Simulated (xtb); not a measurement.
xtb input:

```bash
xtb mol.xyz --gfn 2 --ohess tight --chrg -1 --uhf 0
```
mol.xyz:
```
6

Si    -0.30523164    -0.13793405    -0.01369945
F     -0.42532639    -0.41442185     1.62387884
F     -0.99620464    -1.47883838    -0.85039975
O     -1.21315729     1.26022309    -0.37415623
O      1.34074934     0.00935360    -0.51373408
H      1.63771398     0.76906579     0.07727792
```

Predict the final energy.

-20.29275 Eh (GFN2-xTB).

It need not be the lowest isomer of its formula. Whether it binds its extra electron was not tested at this geometry.
